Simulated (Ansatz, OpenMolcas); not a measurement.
# CuCl (cuprous chloride): from total energies to a heat of formation

CuCl: 2 atoms, total charge 0, spin state singlet. SMILES: `[Cl][Cu]`. The shape is that of a PBE0-D4/def2-TZVP optimisation.

```xyz
2

Cl    0.8983   -0.3452    0.4464
Cu   -0.8688    0.2850   -0.4424
```

Total energies at PBE0/cc-pVTZ (OpenMolcas 26.06); the atoms run unrestricted:

```tsv
species	state	energy (Eh)
CuCl	singlet	-2100.425701
Cl	doublet	-460.005188
Cu	doublet	-1640.284841
```

Harmonic wavenumbers at BLYP/cc-pVTZ, in cm⁻¹: 393.

Measured heats of formation of the gaseous atoms at 298.15 K, in kJ/mol: Cl 121.3, Cu 337.6. Spin-orbit lowering of the atoms at 298 K (mean of the ground term's levels less their thermal mean, from spectra), in kJ/mol: Cl 3.44. Take 1 Eh = 2625.50 kJ/mol, 1 cm⁻¹ = 0.0119627 kJ/mol, RT = 2.479 kJ/mol.

What heat of formation follows?


1. Electronic atomisation energy: (-460.005188) + (-1640.284841) − (-2100.425701) = 0.135672 Eh = 356.2 kJ/mol.
2. Zero-point energy: half the sum of the wavenumbers, 196.5 cm⁻¹ = 2.4 kJ/mol.
3. Thermal vibrational enthalpy, Σ hcν̃/(exp(hcν̃/kT) − 1): 0.8 kJ/mol. Translation, rotation and pV of a linear molecule: 3.5 RT = 8.7 kJ/mol.
4. The 2 free atoms carry 5/2 RT each: 12.4 kJ/mol.
5. Spin-orbit coupling lowers the free atoms by 3.44 = 3.4 kJ/mol.
6. Atomisation enthalpy at 298 K: 356.2 − 3.4 − 2.4 − 0.8 − 8.7 + 12.4 = 353.3 kJ/mol.
7. Sum of the atoms' heats of formation: 458.9 kJ/mol. Heat of formation: 458.9 − 353.3 = +105.6 kJ/mol.

The tabulated value is +91.1 kJ/mol (NIST-JANAF tables), so this level is off by +14.5 kJ/mol, or 3.9 % of the atomisation enthalpy. Relativity is left out. Anharmonicity and any spin-orbit splitting of the molecule are left out.
